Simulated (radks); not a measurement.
The krypton ion Kr2+, 34 electrons, occupied as [Ar] 3d10 4s1 4p5 (not the ground configuration). Method: scalar-relativistic Kohn-Sham, PBE, spin-polarised, spherical densities, point nucleus; open shells are filled with parallel spins first; computed with a radial shooting solver on a logarithmic mesh with Libxc functionals.

Normalised radial functions P(r) = r R(r), r in bohr:

```
   r/bohr * 3p down (the largest magnitude, 1.47, reaches the edge; | marks zero)
 0.001395                             *
 0.001846                             *
 0.002443                             *
 0.003206                             *
 0.004242                             *
 0.005613                             *
 0.007426                             |*
 0.009826                             |*
   0.0129                             |*
  0.01707                             | *
  0.02258                             |  *
  0.02988                             |    *
  0.03953                             |       *
  0.05189                             |         *
  0.06865                             |            *
  0.09083                             |              *
   0.1202                             |            *
   0.1578                             |       *
   0.2087                           * |
   0.2762               *             |
   0.3654     *                       |
   0.4835  *                          |
   0.6346       *                     |
   0.8397               *             |
    1.111                       *     |
     1.47                           * |
    1.945                             *
    2.553                             *
    3.378                             *
    4.469                             *
    5.914                             *
    7.825                             *
```

3p down: eigenvalue -221.94 eV, 1 radial node at r = 0.200 bohr, <r> = 0.540 bohr, 90 % of the charge inside 0.822 bohr.
